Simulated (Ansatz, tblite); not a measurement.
Cost and result up the ladder for trans-MnF2(NH3)4 (MnN₄F₂H₁₂) (19 atoms). The state is a doublet with charge 0. Geometry: PBE-D4/def2-SVP.

Cartesian coordinates in Å:
```
Mn -0.002 0.000 0.000
F 1.771 0.783 0.169
F -1.773 -0.783 -0.178
N 0.257 -1.210 -1.632
H 0.481 -0.821 -2.561
H -0.758 -1.468 -1.600
H 0.823 -2.070 -1.548
N -0.250 1.212 1.635
H -0.467 0.823 2.564
H -0.808 2.077 1.559
H 0.767 1.460 1.593
N -0.188 1.674 -1.166
H -0.370 1.606 -2.179
H 0.824 1.895 -1.010
H -0.757 2.470 -0.836
N 0.180 -1.675 1.167
H 0.348 -1.607 2.182
H 0.752 -2.471 0.843
H -0.830 -1.893 0.998
```

Ansatz on 4 threads of Intel Xeon Platinum 8375C on a shared host; xTB runs through tblite on one thread. Times are rough, summed over both states, and most runs start from the orbitals of an earlier one. No level here is sound enough to serve as a yardstick. The other state is a sextet at its own geometry.

The xTB rows come from tblite. The name describes the doublet; other states may take another shape.

Run but left out: HF/STO-3G, HF/def2-TZVP, r2SCAN-D4/def2-TZVP, B2PLYP/def2-TZVP, MP2/def2-TZVP (doublet: ⟨S²⟩ 1.07 to 2.44, where a pure state has 0.75).

xTB has no spin-polarisation term.

```tsv
level	functions	wall time	sextet − doublet (eV)	remarks
GFN2-xTB	45	0.017 s	2.18	–
GFN1-xTB	57	0.035 s	3.05	–
PBE-D4/def2-TZVP	303	28 s	-1.17	–
PBE0-D4/def2-TZVP	303	67 s	-2.12	spin-contaminated (⟨S²⟩ 1.00) (doublet)
BHLYP-D4/def2-TZVP	303	69 s	-2.62	spin-contaminated (⟨S²⟩ 1.03) (doublet)
```
